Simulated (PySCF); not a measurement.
Fe⁻ (iron, charge -1) across methods

[Ar] 3d7 4s2, high-spin 4F determinant. All numbers are calculated (PySCF 2.14, no relativity, point nucleus, in aug-cc-pVTZ with one added diffuse shell each of s, p, d, f, g type (9s8p6d4f3g, 118 functions)).

| method | E (hartree) | mean ε 4s α (eV) | mean ε 4s β (eV) | mean ε 3d β (eV) | Σ⟨r²⟩ (bohr²) | ⟨S²⟩ |
| --- | --- | --- | --- | --- | --- | --- |
| r2SCAN | -1263.685 | 0.107 | 0.667 | 1.986 | 84.70 | 3.927 |
| UHF | -1262.38273 | -2.636 | 0.066 | -5.145 | 154.3 | 4.334 |
| LDA | -1261.257 | 0.056 | 0.534 | 1.903 | 88.86 | 3.940 |
| M06 | -1263.650 | -0.218 | 0.481 | 1.363 | 72.85 | 3.872 |
| wB97X-V | -1263.541 | -1.264 | -0.798 | -1.246 | 69.09 | 3.774 |
| PBE0 | -1263.479 | 0.060 | 0.580 | 1.040 | 74.80 | 3.812 |

The highest occupied level is positive at r2SCAN, UHF, LDA, M06, PBE0: only the finite basis holds that electron, at UHF too, so the state is unbound at these levels.
